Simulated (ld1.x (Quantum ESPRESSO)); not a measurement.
# Zn (Z = 30): one change to a TM potential, before and after

Zn, norm-conserving Troullier–Martins (Kleinman–Bylander form), made with ld1.x (Quantum ESPRESSO) 7.5 (BP86, scalar-relativistic). Core [Ar], reference 3d10 4s2 4p0. Waves: 4p (bound, empty): rc 2.95 bohr; 3d (bound): rc 1.05 bohr; 4s (bound): rc 1.60 bohr. Local part: the s channel. Core correction: a·sin(br)/r model core, default radius (core density twice the valence density).

Change: core correction none.

Cutoffs: the cutoffs (Ry, on a coarse ladder) from which the occupation-weighted sum of valence levels, in a spherical-Bessel basis at the reference potential, stays within 10 and 1 mRy of its value at 400 Ry; they do not see the model core or the augmentation charge, which bear on the density cutoff. Errors are all-electron minus pseudo energies relative to the spin-unpolarised reference configuration.

**Question.** What does the change do?

**Answer.** Of the 7 tests that both files solve, the error grows in 0 and shrinks in 5 by more than 15 % and 0.3 meV (median size 54.5 → 30.0 meV); neither file shows a bound ghost. The default core radius of the base comes out at 0.33 bohr.

```tsv
quantity	base	changed
cutoff, loose	230 Ry	230 Ry
cutoff, tight	over 300 Ry	over 300 Ry
bound ghosts	none	none
error for 3d10 4s1 4p0, meV [ΔE 10.09 eV]	-8.4	-5.3
error for 3d10 4s0 4p0, meV [ΔE 28.61 eV]	-54	-30
error for 3d9 4s0 4p0, meV [ΔE 69.22 eV]	-423	-318
error for 3d9 4s2 4p1, meV [ΔE 12.26 eV]	-449	-416
error for 3d10 4s1 4p1, meV [ΔE 5.14 eV]	-1.3	+0.6
error for 3d10 4s0 4p1, meV [ΔE 16.46 eV]	-12	0.0
error for 3d9 4s2 4p0, meV [ΔE 18.05 eV]	-406	-375
s: phases at 3.21 bohr within 0.05 rad from the reference energy up to (Ry; the scan ends near 5)	1.6	1.6
p: phases at 3.21 bohr within 0.05 rad from the reference energy up to (Ry; the scan ends near 5)	to the end of the scan	to the end of the scan
d: phases at 3.21 bohr within 0.05 rad from the reference energy up to (Ry; the scan ends near 5)	0.5	0.5
```
